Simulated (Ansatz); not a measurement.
Gas-phase electronic energies from Ansatz, PBE0-D4/def2-TZVP geometries. CCSD(T)/CBS is the MP2 limit (def2-TZVPP, def2-QZVPP) plus CCSD(T) − MP2 in def2-TZVPP, frozen cores. Functionals use def2-TZVPP. Each species was taken in one conformer, which may not be the lowest.

`BN[SiH2]C=C` + `CC(F)(F)Cl` → `BN[SiH2]F` + `C=CC(C)(F)Cl`  (formal exchange of groups at the Si–C bond)

`BN[SiH2]C=C`:

Cartesian coordinates in Å:
```
B 0.846 -1.529 -1.999
N 0.679 -0.358 -1.253
Si 0.519 -0.225 0.482
C -1.105 0.539 0.952
C -1.185 1.676 1.638
H 0.899 -2.580 -1.427
H 0.932 -1.465 -3.192
H 0.631 0.508 -1.774
H 1.585 0.658 1.031
H 0.659 -1.604 1.010
H -2.032 0.045 0.661
H -0.294 2.213 1.954
H -2.135 2.123 1.919
```

`CC(F)(F)Cl`:

```xyz
8

C     0.519    0.507    0.380
C    -0.491   -0.371   -0.293
F    -1.408   -0.811    0.584
F    -1.155    0.302   -1.247
Cl    0.265   -1.794   -1.054
H     1.034   -0.054    1.158
H    -0.005    1.356    0.824
H     1.242    0.864   -0.351
```

`BN[SiH2]F`:

Cartesian coordinates in Å:
```
B 0.095 -0.226 1.534
N 0.156 0.535 0.356
Si -0.179 -0.050 -1.234
F 1.179 -0.356 -2.019
H -0.227 -1.376 1.459
H 0.359 0.283 2.584
H 0.433 1.502 0.447
H -0.878 0.998 -2.010
H -0.938 -1.310 -1.117
```

`C=CC(C)(F)Cl`:

```xyz
12

C    -0.357    0.220   -1.956
C    -0.002   -0.451   -0.873
C     0.519    0.191    0.369
C    -0.315   -0.087    1.594
F     0.619    1.541    0.203
Cl    2.194   -0.429    0.648
H    -0.741   -0.297   -2.827
H    -0.270    1.298   -2.006
H    -0.081   -1.532   -0.822
H    -0.395   -1.160    1.763
H    -1.314    0.327    1.440
H     0.143    0.379    2.466
```

| level | ΔE (eV) |
| --- | --- |
| PBE0-D4 | -1.59 |
| ωB97X-V | -1.64 |
| r2SCAN | -1.63 |
| HF/def2-TZVPP | -1.73 |
| MP2/def2-TZVPP | -1.83 |
| CCSD(T)/def2-TZVPP | -1.72 |
| HF/def2-QZVPP | -1.75 |
| SCS-MP2/def2-QZVPP | -1.84 |

(1) What does CCSD(T)/CBS give? (Best estimate.)

Largest T1 diagnostic among the species: 0.012.

Results:

(1) Computed: -1.78 eV. The listed levels differ from it by 0.19, 0.14, 0.15, 0.05, -0.05, 0.06, 0.03, -0.06 eV.

From PBE to PBE0 (25 % exact exchange), in def2-TZVPP and without D4, ΔE moves by −0.06 eV.
